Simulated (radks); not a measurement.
Task: The mean radii <r> (bohr) of the occupied orbitals of an atom or ion are listed with their occupations. Calculated with a radial shooting solver on a logarithmic mesh with Libxc functionals: scalar-relativistic Kohn-Sham, SCAN, spin-polarised, spherical densities, finite nucleus; meta-GGA in the generalised Kohn-Sham scheme; Fermi nuclear charge, rms radius of each element as measured or else 0.836 A^(1/3) + 0.57 fm.

| orbital | occ. | <r> |
|---|---|---|
| 1s up | 1 | 0.01744 |
| 1s down | 1 | 0.01744 |
| 2s up | 1 | 0.07358 |
| 2s down | 1 | 0.07358 |
| 2p up | 3 | 0.06623 |
| 2p down | 3 | 0.06623 |
| 3s up | 1 | 0.1902 |
| 3s down | 1 | 0.1902 |
| 3p up | 3 | 0.1912 |
| 3p down | 3 | 0.1912 |
| 3d up | 5 | 0.1734 |
| 3d down | 5 | 0.1734 |
| 4s up | 1 | 0.4230 |
| 4s down | 1 | 0.4232 |
| 4p up | 3 | 0.4500 |
| 4p down | 3 | 0.4500 |
| 4d up | 5 | 0.4783 |
| 4d down | 5 | 0.4775 |
| 5s up | 1 | 0.9656 |
| 5s down | 1 | 0.9529 |
| 4f up | 7 | 0.5331 |
| 4f down | 7 | 0.5264 |
| 5p up | 3 | 1.089 |
| 5p down | 1 | 1.077 |
| 5d up | 5 | 1.359 |
| 6d up | 2 | 3.251 |

Name the element and its charge. Open shells, if any, are filled with parallel spins first.

Result: Z = 77, iridium, charge +4: Ir4+ in [Kr] 4d10 4f14 5s2 5p4 5d5 6d2. The 1s radius gives Z: for a bare nucleus <r> = (2 gamma + 1)/(2Z) with gamma = sqrt(1 - (Z/c)^2), 0.01724 bohr for Z = 77, and screening makes it slightly larger (0.01744 here). The occupations add up to 73, and the charge is Z minus that.
